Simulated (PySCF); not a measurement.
Coordinates in bohr (charge 0 multiplicity 2):
```
In    0.0000    0.0000   -1.3450
Br    4.1296    0.0000    0.9709
Br   -4.1296    0.0000    0.9709
```

These are results of UPBE0/[In def2-TZVP with ECP28, Br def2-TZVP], scalar-relativistic core potentials, density fitting, no spin–orbit coupling, PySCF, not measurements.

This geometry of InBr₂ is a stationary point at this level.

(1) What is the point group?

(2) Is it a minimum?

(3) List the harmonic modes with their infrared intensities.

(4) What are the dipole moment and the gap between the highest occupied and lowest empty levels of either spin?

(5) What is the atomisation energy, with and without zero-point energy?

Results:

(1) C2v.

(2) Yes: all harmonic wavenumbers are real, though the softest, 57 cm⁻¹, leaves little margin.

(3) 
| symmetry | ω (cm⁻¹) | IR (km/mol) | type |
| --- | --- | --- | --- |
| a1 | 57 | 1.8 | bend |
| a1 | 209 | 9.4 | stretch |
| b2 | 251 | 49.2 | stretch |

(4) 2.27 D and 2.47 eV.

(5) 564 kJ/mol without, 561 kJ/mol with.

This need not be the most stable arrangement of these atoms. With an element this heavy the missing spin–orbit coupling can shift these numbers.
